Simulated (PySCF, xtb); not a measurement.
Ge(H)3(OH) (GeH4O), SMILES [GeH3][OH].

Harmonic wavenumbers (cm⁻¹) from GFN2-xTB (xtb) at its own minimum, in rising order: 256, 557, 589, 592, 762, 812, 820, 832, 1945, 2002, 2110, 3646.

**Question.** What does PBE0-D3(BJ)/def2-TZVP run with PySCF 2.14.0 give at its own minimum? (The exact figures need the calculation; the answer reports its results.)

**Answer.** 173, 614, 631, 706, 868, 871, 888, 946, 2140, 2143, 2195, 3903. Paired by order, the mean absolute difference is 110 cm⁻¹ and the zero-point energies are 21.3 and 23.0 kcal/mol.
